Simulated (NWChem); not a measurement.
Everything below was run with NWChem. System: AlP, charge 1, spin multiplicity 4, at the geometry of a parent with another charge or spin, in a state set for the comparison that need not be this species' ground state. Its SCF solution wasn't tested for a lower state. Level: UHF/def2-TZVP.

Input file:

```
start mol
memory heap 200 mb stack 900 mb global 1100 mb
charge 1
geometry units angstroms nocenter noautoz
  Al     0.000000     0.000000     1.182537
  P      0.000000     0.000000    -1.024865
  symmetry group C2v
end
basis spherical
  * library def2-tzvp
end
scf
  uhf
  nopen 3
  maxiter 100
  thresh 1e-7
  semidirect memsize 60000000 filesize 0
  # guess.movecs holds the orbitals of an unrestricted PBE0 run
  vectors input guess.movecs output mol.movecs
end
task scf energy
```

NWChem printed:

```
             Northwest Computational Chemistry Package (NWChem) 7.3.0
             --------------------------------------------------------

                                NWChem Input Module
                                -------------------

 Scaling coordinates for geometry "geometry" by  1.889725989
 (inverse scale =  0.529177249)

 Turning off AUTOSYM since
 SYMMETRY directive was detected!

                             Geometry "geometry" -> ""
                             -------------------------

 Output coordinates in angstroms (scale by  1.889725989 to convert to a.u.)

  No.       Tag          Charge          X              Y              Z
 ---- ---------------- ---------- -------------- -------------- --------------
    1 Al                  13.0000     0.00000000     0.00000000     1.18253700
    2 P                   15.0000     0.00000000     0.00000000    -1.02486500

 Effective nuclear repulsion energy (a.u.)      46.7470644472

            Nuclear Dipole moment (a.u.)
            ----------------------------
        X                 Y               Z
 ---------------- ---------------- ----------------
     0.0000000000     0.0000000000     0.0000113384

      Symmetry information
      --------------------

 Group name             C2v
 Group number             16
 Group order               4
 No. of unique centers     2

      Symmetry unique atoms

     1    2


 Summary of "ao basis" -> "" (spherical)
 ------------------------------------------------------------------------------
       Tag                 Description            Shells   Functions and Types
 ---------------- ------------------------------  ------  ---------------------
 *                         def2-tzvp                  on all atoms

 Summary of "ao basis" -> "ao basis" (spherical)
 ------------------------------------------------------------------------------
       Tag                 Description            Shells   Functions and Types
 ---------------- ------------------------------  ------  ---------------------
 Al                        def2-tzvp                13       37   5s5p2d1f
 P                         def2-tzvp                13       37   5s5p2d1f

                                 NWChem SCF Module
                                 -----------------

  ao basis        = "ao basis"
  functions       =    74
  atoms           =     2
  alpha electrons =    15
  beta  electrons =    12
  charge          =   1.00
  wavefunction    = UHF
  use symmetry    = T
  symmetry adapt  = T

 Summary of "ao basis" -> "ao basis" (spherical)
 ------------------------------------------------------------------------------
       Tag                 Description            Shells   Functions and Types
 ---------------- ------------------------------  ------  ---------------------
 Al                        def2-tzvp                13       37   5s5p2d1f
 P                         def2-tzvp                13       37   5s5p2d1f

      Symmetry analysis of basis
      --------------------------

        a1         32
        a2          6
        b1         18
        b2         18

 Forming initial guess at       0.0s

   Symmetry analysis of molecular orbitals - initial alpha
   -------------------------------------------------------

  Numbering of irreducible representations:

     1 a1          2 a2          3 b1          4 b2

  Orbital symmetries:

     1 a1          2 a1          3 a1          4 b1          5 b2
     6 a1          7 a1          8 b2          9 b1         10 a1
[...]
    56     -0.291405  2 P  py                53     -0.165021  2 P  py

 Vector   18  Occ=0.000000D+00  E=-7.999382D-02  Symmetry=a1
              MO Center= -4.1D-15, -1.4D-15,  8.6D-01, r^2= 6.9D+00
   Bfn.  Coefficient  Atom+Function         Bfn.  Coefficient  Atom+Function
  ----- ------------  ---------------      ----- ------------  ---------------
    20     -1.399660  1 Al pz                 5      1.329646  1 Al s
    42     -1.328796  2 P  s                 57     -0.665739  2 P  pz
    17     -0.276583  1 Al pz                54     -0.224589  2 P  pz

                     UHF Final Beta Molecular Orbital Analysis
                     -----------------------------------------

 Vector   10  Occ=1.000000D+00  E=-3.483493D+00  Symmetry=a1
              MO Center= -5.1D-18, -1.7D-17,  1.2D+00, r^2= 1.3D-01
   Bfn.  Coefficient  Atom+Function         Bfn.  Coefficient  Atom+Function
  ----- ------------  ---------------      ----- ------------  ---------------
     8      0.547846  1 Al pz                11      0.411385  1 Al pz
    14      0.195529  1 Al pz

 Vector   11  Occ=1.000000D+00  E=-8.726373D-01  Symmetry=a1
              MO Center= -3.3D-16, -7.8D-17, -5.9D-01, r^2= 1.4D+00
   Bfn.  Coefficient  Atom+Function         Bfn.  Coefficient  Atom+Function
  ----- ------------  ---------------      ----- ------------  ---------------
    41      0.617423  2 P  s                 40     -0.395446  2 P  s
    42      0.330674  2 P  s                  4      0.296763  1 Al s
     3     -0.150162  1 Al s

 Vector   12  Occ=1.000000D+00  E=-5.991612D-01  Symmetry=a1
              MO Center= -6.3D-16,  3.6D-15, -3.1D-01, r^2= 2.9D+00
   Bfn.  Coefficient  Atom+Function         Bfn.  Coefficient  Atom+Function
  ----- ------------  ---------------      ----- ------------  ---------------
     4      0.593365  1 Al s                 41     -0.349139  2 P  s
    42     -0.296546  2 P  s                  3     -0.284262  1 Al s
    54      0.270515  2 P  pz                40      0.208750  2 P  s
     5      0.165763  1 Al s

 Vector   13  Occ=0.000000D+00  E=-2.227333D-01  Symmetry=a1
              MO Center=  3.0D-17, -1.7D-17,  1.0D+00, r^2= 4.3D+00
   Bfn.  Coefficient  Atom+Function         Bfn.  Coefficient  Atom+Function
  ----- ------------  ---------------      ----- ------------  ---------------
     5      0.661106  1 Al s                 57     -0.337123  2 P  pz
    54     -0.277370  2 P  pz                17      0.257459  1 Al pz
     4      0.254069  1 Al s                 20      0.190545  1 Al pz
     3     -0.166773  1 Al s

 Vector   14  Occ=0.000000D+00  E=-2.116310D-01  Symmetry=b1
              MO Center= -1.2D-15,  7.1D-16,  1.6D-02, r^2= 3.7D+00
   Bfn.  Coefficient  Atom+Function         Bfn.  Coefficient  Atom+Function
  ----- ------------  ---------------      ----- ------------  ---------------
    18      0.397191  1 Al px                15      0.286392  1 Al px
    55      0.282758  2 P  px                52      0.247349  2 P  px

 Vector   15  Occ=0.000000D+00  E=-2.116310D-01  Symmetry=b2
              MO Center=  3.6D-16,  1.5D-15,  1.6D-02, r^2= 3.7D+00
   Bfn.  Coefficient  Atom+Function         Bfn.  Coefficient  Atom+Function
  ----- ------------  ---------------      ----- ------------  ---------------
    19      0.397191  1 Al py                16      0.286392  1 Al py
    56      0.282758  2 P  py                53      0.247349  2 P  py

 center of mass
 --------------
 x =   0.00000000 y =   0.00000000 z =   0.00530662

 moments of inertia (a.u.)
 ------------------
         250.915817363840           0.000000000000           0.000000000000
           0.000000000000         250.915817363840           0.000000000000
           0.000000000000           0.000000000000           0.000000000000

  Mulliken analysis of the total density
  --------------------------------------

    Atom       Charge   Shell Charges
 -----------   ------   -------------------------------------------------------
    1 Al  13    12.18   2.00  0.66  1.32  1.14  0.34  2.91  2.28  0.82  0.50  0.10  0.04  0.06  0.02
    2 P   15    14.82   2.01  0.54  1.43  1.16  0.77  4.16  1.70  0.60  1.67  0.72  0.02  0.05  0.00

  Mulliken analysis of the alpha density
  --------------------------------------

    Atom       Charge   Shell Charges
 -----------   ------   -------------------------------------------------------
    1 Al  13     6.48   1.00  0.33  0.65  0.65  0.24  1.46  1.14  0.41  0.41  0.09  0.03  0.05  0.01
    2 P   15     8.52   1.00  0.27  0.71  0.58  0.41  2.11  0.83  0.46  1.48  0.61  0.01  0.04  0.00

   Mulliken analysis of the beta density
   -------------------------------------

    Atom       Charge   Shell Charges
 -----------   ------   -------------------------------------------------------
    1 Al  13     5.70   1.00  0.33  0.66  0.50  0.11  1.45  1.14  0.41  0.09  0.01  0.01  0.01  0.00
    2 P   15     6.30   1.00  0.27  0.72  0.58  0.36  2.05  0.88  0.14  0.19  0.11  0.00  0.01  0.00

   Mulliken analysis of the spin density
   -------------------------------------

    Atom       Charge   Shell Charges
 -----------   ------   -------------------------------------------------------
    1 Al  13     0.78   0.00  0.00 -0.01  0.15  0.13  0.01 -0.00 -0.00  0.33  0.09  0.03  0.04  0.01
    2 P   15     2.22   0.00  0.00 -0.00  0.00  0.05  0.06 -0.05  0.33  1.30  0.49  0.01  0.03 -0.00

       Multipole analysis of the density wrt the origin
       ------------------------------------------------

     L   x y z        total         alpha         beta         nuclear
     -   - - -        -----         -----         ----         -------
     0   0 0 0      1.000000    -15.000000    -12.000000     28.000000

     1   1 0 0      0.000000      0.000000      0.000000      0.000000
     1   0 1 0     -0.000000      0.000000     -0.000000      0.000000
     1   0 0 1      1.351923      1.148899      0.203012      0.000011

     2   2 0 0    -14.831980    -10.751767     -4.080213      0.000000
     2   1 1 0     -0.000000     -0.000000      0.000000      0.000000
     2   1 0 1      0.000000     -0.000000      0.000000      0.000000
     2   0 2 0    -14.831980    -10.751767     -4.080213      0.000000
     2   0 1 1     -0.000000     -0.000000     -0.000000      0.000000
     2   0 0 2    -10.860397    -76.324702    -55.717416    121.181721

 Task  times  cpu:        0.6s     wall:        0.6s

 Total times  cpu:        0.6s     wall:        0.6s
```
